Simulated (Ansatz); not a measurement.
`[F][InH][I]` + H₂S → `[F][InH][SH]` + HI at 298.15 K and 1 bar (ligand exchange at the In–I bond).

Isolated molecules relaxed with PBE0-D4/def2-TZVP in Ansatz; ΔE leaves out vibrations. CCSD(T)/CBS adds triple-zeta CCSD(T) − MP2 to the extrapolated MP2 energy (def2 sets, frozen cores). This one scheme is used for every species. def2 core potentials past Kr. For I, In outer-core shells are correlated without core-valence functions, which leaves a few kJ/mol of doubt a bond. Each species was taken in one conformer, which may not be the lowest.

```csv
species,CCSD(T)/CBS energy (Eh),H − E (kJ/mol),S (J/(mol·K))
`[F][InH][I]`,-587.72167,36.9,327.6
H₂S,-398.97279,49.9,205.7
`[F][InH][SH]`,-688.63795,60.8,317.4
HI,-298.03592,22.7,206.5
```

H − E and S are ideal-gas, rigid-rotor, harmonic terms from PBE0-D4/def2-TZVP, for one conformer and one mirror image of each species. 1 Eh = 2625.50 kJ/mol, R = 8.31446 J/(mol·K).

Problem. By hand: ΔE, ΔH, ΔS and ΔG.

Solution. ΔE = (-688.63795) + (-298.03592) − (-587.72167) − (-398.97279) = 0.02059 Eh = 54.1 kJ/mol. Δ(H − E) = 60.8 + 22.7 − 36.9 − 49.9 = -3.3, so ΔH = 50.8 kJ/mol. ΔS = 317.4 + 206.5 − 327.6 − 205.7 = -9.4 J/(mol·K). ΔG = 50.8 − 298.15 × (-9.4)/1000 = 53.6 kJ/mol.

Problem. By hand: the equilibrium constant, and the temperature at which ΔG would vanish if ΔH and ΔS stayed fixed.

Solution. log₁₀ K = −ΔG/(RT ln 10) = -9.4. ΔH and −TΔS have one sign here, so there is no such temperature.

The number of gas molecules stays the same, so ΔS is small and ΔH decides. A doubt of 5 kJ/mol in ΔE shifts log₁₀ K by 0.9 here. Other conformers and mirror images would add mixing entropy, several J/(mol·K) or more a flexible species. These are equilibria of isolated gas molecules and say nothing of rates. Largest T1 diagnostic: 0.016 (customary marks: 0.02 for closed shells, 0.045 for open ones).

ΔS is within the doubt of such terms, so its sign, and with it that verdict, could turn.
